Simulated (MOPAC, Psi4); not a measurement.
Intermolecular potential of H2 ··· H2Se (SMILES [H][H] and [SeH2]), singlet. Monomers: optimised at B3LYP-D3(BJ) (def2-TZVP), held rigid. Orientation: a random orientation, not optimised. R is the distance of the centres of mass, along which the second monomer moves.

Geometry at R = 3.33 Å (first 2 atoms: monomer A):
```
5

H      0.3719     0.0000     0.0000
H     -0.3719     0.0000     0.0000
Se     0.7190     0.4259    -3.2375
H      1.3614    -0.3006    -2.1321
H      0.0106    -0.7886    -3.6679
``` The table gives interaction energies.

| R / Å | A | B | C |
|---|---|---|---|
| 2.75 | 6.08 | 9.59 | 0.31 |
| 2.93 | 3.25 | 5.80 | 0.05 |
| 3.11 | 1.61 | 3.49 | -0.09 |
| 3.33 | 0.54 | 1.87 | -0.27 |
| 3.50 | 0.12 | 1.16 | -0.29 |
| 3.75 | -0.16 | 0.57 | -0.21 |
| 4.01 | -0.23 | 0.28 | -0.12 |
| 4.33 | -0.21 | 0.13 | -0.06 |
| 4.81 | -0.13 | 0.04 | -0.02 |
| 5.57 | -0.04 | 0.01 | 0.00 |
| 6.52 | -0.01 | 0.00 | 0.00 |
| 7.83 | 0.00 | 0.00 | 0.00 |

Energies in kcal/mol.

Question: Match the curves with the methods HF/aug-cc-pVTZ, counterpoise-corrected run with Psi4; Psi4 with PBE-D3(BJ)/def2-TZVP, counterpoise-corrected; PM3, restricted, heats of formation (MOPAC).

Answer: A is PBE-D3(BJ)/def2-TZVP; B is HF/aug-cc-pVTZ; C is PM3.
